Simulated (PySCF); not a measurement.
A GIAO shielding run with PySCF 2.14.0 with density-fitted response routines (density fitting, non-relativistic, gas phase) on SMILES O=[SH]/C=C\C([SiH3])[SiH3], C$_{3}$H$_{10}$OSSi$_{2}$:

```
$ OMP_NUM_THREADS=1 python probes_run.py task.json out

{"job": {"kind": "nmr", "xc": "PBE0", "basis": "pcSseg-1"}, "charge": 0, "multiplicity": 1}
O      3.630529    -1.578041     1.048329
S      2.465014    -0.696474     1.012836
C      1.457076    -1.266889    -0.381723
C      0.233714    -0.808695    -0.598619
C     -0.423724     0.247677     0.198643
Si    -0.594984     1.827944    -0.867775
Si    -2.090481    -0.394178     0.884045
H      2.899316     0.444432     0.270351
H      1.930894    -2.048137    -0.953896
H     -0.339426    -1.204462    -1.429268
H      0.216223     0.496141     1.050010
H     -1.183248     2.884689    -0.046376
H     -1.443934     1.546010    -2.025750
H      0.738561     2.226945    -1.326125
H     -2.965403    -0.746333    -0.235821
H     -1.835954    -1.581073     1.701661
H     -2.701172     0.662474     1.689568
```

Hardware: 1 thread of an Intel Xeon, shared host. The job also computes population analyses, field gradients.

**Question.** How large is the calculation?

**Answer.** 80 electrons, 190 basis functions and 1057 auxiliary functions.

**Question.** How long does it take, and how much memory does it need?

**Answer.** 93 s of wall time, with 15 SCF cycles and 5 response iterations; peak memory 0.85 GiB. Times on a shared host scatter by some tens of per cent.
